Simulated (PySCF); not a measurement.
PySCF input (CCSD(T)/cc-pVDZ):

```python
from pyscf import gto, scf, mp, cc as ccmod

mol = gto.M(
    atom='''
    C     0.00154451    0.01403660    0.73374003
    Cl   -1.47610556   -0.90211484   -0.06598950
    Cl   -0.04223645    1.72656833   -0.11929504
    Cl    1.51779688   -0.82940758   -0.07368253
    ''',
    basis='cc-pvdz',
    charge=-1,
    spin=0,
    verbose=4,
)

mf = scf.RHF(mol)
mf.conv_tol = 1e-10
mf.max_cycle = 100
mf.kernel()
mp2 = mp.MP2(mf, frozen=16).run()
cc = ccmod.CCSD(mf, frozen=16)
cc.max_cycle = 100
cc.kernel()
et = cc.ccsd_t()
print(f'E(CCSD(T)) = {cc.e_tot + et:.9f}')
```

End of the output:

```
Extra cycle  E= -1416.34435157404  delta_E= -5.23e-12  |g|= 1.8e-06  |ddm|= 5.61e-06
converged SCF energy = -1416.34435157404

******** <class 'pyscf.mp.mp2.RMP2'> ********
nocc = 13, nmo = 52
frozen orbitals 16
E(RMP2) = -1416.88936188311  E_corr = -0.545010309070646
E(SCS-RMP2) = -1416.86948171902  E_corr = -0.525130144980981
E_corr(same-spin) = -0.148710260658223
E_corr(oppo-spin) = -0.396300048412423

******** <class 'pyscf.cc.ccsd.CCSD'> ********
CC2 = 0
CCSD nocc = 13, nmo = 52
frozen orbitals 16
max_cycle = 100
direct = 0
conv_tol = 1e-07
conv_tol_normt = 1e-05
diis_space = 6
diis_start_cycle = 0
diis_start_energy_diff = 1e+09
Init t2, MP2 energy = -1416.88936185487  E_corr(MP2) -0.545010280830912
Init E_corr(CCSD) = -0.54501028083252
cycle = 1  E_corr(CCSD) = -0.565814746081495  dE = -0.0208044652  norm(t1,t2) = 0.064713
cycle = 2  E_corr(CCSD) = -0.5794480286292  dE = -0.0136332825  norm(t1,t2) = 0.023114
cycle = 3  E_corr(CCSD) = -0.580136615978671  dE = -0.000688587349  norm(t1,t2) = 0.0109041
cycle = 4  E_corr(CCSD) = -0.582405835205729  dE = -0.00226921923  norm(t1,t2) = 0.00509782
cycle = 5  E_corr(CCSD) = -0.58234125955076  dE = 6.4575655e-05  norm(t1,t2) = 0.00188185
cycle = 6  E_corr(CCSD) = -0.582253814100808  dE = 8.744545e-05  norm(t1,t2) = 0.000828936
cycle = 7  E_corr(CCSD) = -0.582293935085663  dE = -4.01209849e-05  norm(t1,t2) = 0.000401612
cycle = 8  E_corr(CCSD) = -0.582311202330465  dE = -1.72672448e-05  norm(t1,t2) = 0.000102451
cycle = 9  E_corr(CCSD) = -0.582307076347029  dE = 4.12598344e-06  norm(t1,t2) = 5.15849e-05
cycle = 10  E_corr(CCSD) = -0.582307122418901  dE = -4.60718722e-08  norm(t1,t2) = 2.10994e-05
cycle = 11  E_corr(CCSD) = -0.582306838367863  dE = 2.84051038e-07  norm(t1,t2) = 7.11495e-06
cycle = 12  E_corr(CCSD) = -0.582306696497862  dE = 1.41870001e-07  norm(t1,t2) = 2.53703e-06
cycle = 13  E_corr(CCSD) = -0.582306685993006  dE = 1.05048562e-08  norm(t1,t2) = 9.19661e-07
CCSD converged
E(CCSD) = -1416.926658260036  E_corr = -0.5823066859930058
CCSD(T) correction = -0.0180695508416992
E(CCSD(T)) = -1416.944727811
```
